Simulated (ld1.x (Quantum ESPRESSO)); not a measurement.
# Logarithmic derivatives: Dy, TM

ld1.x (Quantum ESPRESSO) 7.5 input, shortened:

```
&input
   title='Dy', zed=66., rel=1, dft='PBE', iswitch=3,
   config='[Xe] 4f9 5d1 6s2 6p0'
 /
 &inputp
   pseudotype=2, tm=.true., lloc=-1, rcloc=0.90,
   nlcc=.true.
 /
4
6S  1  0   2.00   0.00  2.40  2.40  0.0
5P  2  1   6.00   0.00  2.10  2.10  0.0
5D  3  2   1.00   0.00  2.35  2.35  0.0
4F  4  3   9.00   0.00  0.75  0.75  0.0
 &test
   configts(1)='4f9 5p6 5d1 6s2 6p0'
 /
```

The phase is arctan(r·u′/u) with u = r·R(r), unwrapped; energies in Ry, scanned from -4 to 5 Ry. A pole is an energy at which the radial function vanishes at the test radius. The pseudo phase is shifted by a multiple of π to meet the all-electron one at the reference energy, and phase errors are pseudo minus all-electron; the curves can meet again beyond the range given. Levels narrower than the energy grid can be missing from the lists of poles.

**Question.** For each channel, where are the poles, and over which energies does the pseudopotential scatter like the atom?

**Answer.**

```
channel  radius (bohr)  reference energy (Ry)  poles, all-electron  poles, pseudo  unbroken range about the reference energy with phases within 0.05 rad  phase error 1 Ry above the reference energy (rad)
      s           2.60                  -0.31          -3.78, 3.80           1.93                                                            -3.1 to 0.2                                             -0.184
      p           2.60                  -2.10                -1.80          -1.80                                                              below 1.4                                             -0.000
      d           2.60                  -0.17                 0.97     0.95, 3.95                                                              below 2.2                                             -0.005
      f           2.60                  -0.68          -0.64, 4.35    -0.64, 4.37                                                        the whole range                                             +0.000
```

A Bessel basis up to 400 Ry misses an occupied level by 0.03 Ry, so cutoffs were not judged. Note: ghost states, extra bound levels that the all-electron valence spectrum of the same l lacks: s at -420.7 eV, p at -109.3 eV, s at -84.1 eV (other channels not judged).

Phases in the d channel:

```csv
E (Ry),all-electron,pseudo
-4.00,1.369,1.369
-3.52,1.353,1.353
-3.04,1.334,1.333
-2.56,1.307,1.307
-2.08,1.269,1.268
-1.60,1.207,1.206
-1.12,1.086,1.085
-0.64,0.741,0.739
-0.16,-0.571,-0.571
0.32,-1.325,-1.327
0.80,-1.529,-1.533
1.28,-1.629,-1.639
1.76,-1.703,-1.723
2.24,-1.776,-1.827
2.72,-1.869,-2.054
3.20,-2.025,-3.485
3.68,-2.376,-4.568
4.16,-3.272,-4.792
4.64,-4.063,-4.980
```
